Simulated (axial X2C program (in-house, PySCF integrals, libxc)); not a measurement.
**InO: properties at the nuclei**

Computed with an axial X2C code built on PySCF integrals: two-component X2C with atomic mean-field Coulomb and Gaunt terms, Gaussian nuclei, basis In dyall-cv3z, O dyall-av3z with contracted cores.

R = 1.930 Å (near the PBE0 minimum at charge 0 of the determinant lowest at the starting distance; the state shown can have its own minimum elsewhere).

Input and command:
```json
{"zs": [49, 8], "q": 0, "bas": ["dyall-cv3z", "dyall-av3z"], "r0": 1.93, "levels": ["PBE0", "HF", "r2SCAN", "TPSSh", "B3LYP"], "nst": 3}
```
```bash
python soeom.py task.json out
```

Keys: zs atomic numbers; q charge; bas basis sets; r0 starting distance in Å; levels methods; nst determinants followed.

Determinant lowest in the PBE0 search, Ω = 1/2 (⟨Sz⟩ = 0.50, ⟨Lz⟩ = 0.00 at PBE0), spin on the atoms In 0.14, O 0.36:

```json
{"level": "PBE0", "Eeff magnitude (GV/cm)": "9.59", "Ws magnitude In (kHz)": "11.3", "A∥/gI In (MHz)": "438", "qzz In (a.u.)": "-2.66", "A∥/gI O (MHz)": "266", "qzz O (a.u.)": "2.46", "μ (D)": "-4.27"}
{"level": "HF", "Eeff magnitude (GV/cm)": "8.15", "Ws magnitude In (kHz)": "9.77", "A∥/gI In (MHz)": "-1100", "qzz In (a.u.)": "-3.20", "A∥/gI O (MHz)": "310", "qzz O (a.u.)": "2.87", "μ (D)": "-3.50"}
{"level": "r2SCAN", "Eeff magnitude (GV/cm)": "10.2", "Ws magnitude In (kHz)": "12", "A∥/gI In (MHz)": "791", "qzz In (a.u.)": "-2.49", "A∥/gI O (MHz)": "277", "qzz O (a.u.)": "2.31", "μ (D)": "-4.16"}
{"level": "TPSSh", "Eeff magnitude (GV/cm)": "9.86", "Ws magnitude In (kHz)": "11.6", "A∥/gI In (MHz)": "791", "qzz In (a.u.)": "-2.55", "A∥/gI O (MHz)": "250", "qzz O (a.u.)": "2.35", "μ (D)": "-4.25"}
{"level": "B3LYP", "Eeff magnitude (GV/cm)": "9.08", "Ws magnitude In (kHz)": "10.7", "A∥/gI In (MHz)": "629", "qzz In (a.u.)": "-2.51", "A∥/gI O (MHz)": "284", "qzz O (a.u.)": "2.46", "μ (D)": "-4.26"}
```

Eeff is the effective electric field on the electron electric dipole moment in this Ω state and Ws the scalar–pseudoscalar constant of the nucleus named (defined with the proton number Z and per Ω); A∥ (defined per Ω) follows by multiplying with gI = μI/(I μN); qzz is the electric field gradient, eQq0 = 234.96 MHz × Q/barn × qzz; μ is positive if the O end (last atom) is positive. The operators were transformed with the bare-nucleus X2C matrices; with these basis sets, hyperfine constants and field gradients can be off by tens of per cent, and where levels differ in sign neither size nor sign is settled.

Task: With Q(115In) = 0.772 barn, gI(17O) = -0.7575, Q(17O) = -0.02558 barn (g factors from the IAEA table of nuclear moments by Stone; Q from Pyykkö, Mol. Phys. 2018), turn the PBE0 values of the first state into constants in MHz.

Result: eQq0(115In) = 234.96 × (0.772) × (-2.66) = -482 MHz; A∥(17O) = 266 × -0.7575 = -201 MHz; eQq0(17O) = 234.96 × (-0.02558) × (2.46) = -14.8 MHz.

Each state is one determinant with collinear spin. Unrestricted Hartree–Fock can overshoot spin polarisation at the nuclei. At HF a later determinant lies lower. States lie within half an eV, so the first need not be the ground state. Further determinants of the search, some of them spin-mixed, are not shown. Where a field gradient or hyperfine factor spreads by more than a factor of two over the levels, a constant derived from it is not to be relied on.
